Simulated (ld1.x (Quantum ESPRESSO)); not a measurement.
An all-electron radial function and its pseudo partner (cerium)

Columns: radius, all-electron u(r) and pseudo u(r) of the 5d shell (level -4.35 eV) of cerium in the configuration [Kr] 4d10 4f1 5s2 5p6 5d1 6s1.75 6p0; PBE, scalar-relativistic, PAW scheme, ld1.x (Quantum ESPRESSO) 7.5.

```tsv
r (bohr)	all-electron	pseudo
0.200	0.1578	0.0009
0.400	-0.1744	0.0068
0.600	-0.2750	0.0220
0.800	-0.1300	0.0495
1.000	0.0860	0.0904
1.200	0.2835	0.1435
1.400	0.4347	0.2062
1.600	0.5369	0.2741
1.800	0.5973	0.3420
2.000	0.6255	0.4046
2.200	0.6305	0.4571
2.400	0.6198	0.4959
2.600	0.5990	0.5191
2.800	0.5720	0.5265
3.000	0.5417	0.5197
3.200	0.5099	0.5016
3.400	0.4777	0.4758
3.600	0.4459	0.4459
3.800	0.4149	0.4149
4.000	0.3848	0.3848
4.200	0.3559	0.3559
4.400	0.3282	0.3282
4.600	0.3019	0.3019
4.800	0.2771	0.2771
5.000	0.2537	0.2537
5.200	0.2319	0.2319
```

Q: How many radial nodes do the two functions have?

A: The all-electron 5d function has n − l − 1 = 2; the pseudo-wave has 0, since the states of the same l below it are removed with the core.

Q: At about which radius was the pseudo-wave matched?

A: 4.00 bohr. The columns agree to 0.0005 from 3.60 bohr on; several derivatives are matched, so the curves merge somewhat inside the radius.

Q: Is the pseudo-wave norm-conserving?

A: No, it belongs to a PAW set: the norm inside the radius is not constrained, and the difference is carried by the augmentation charge.
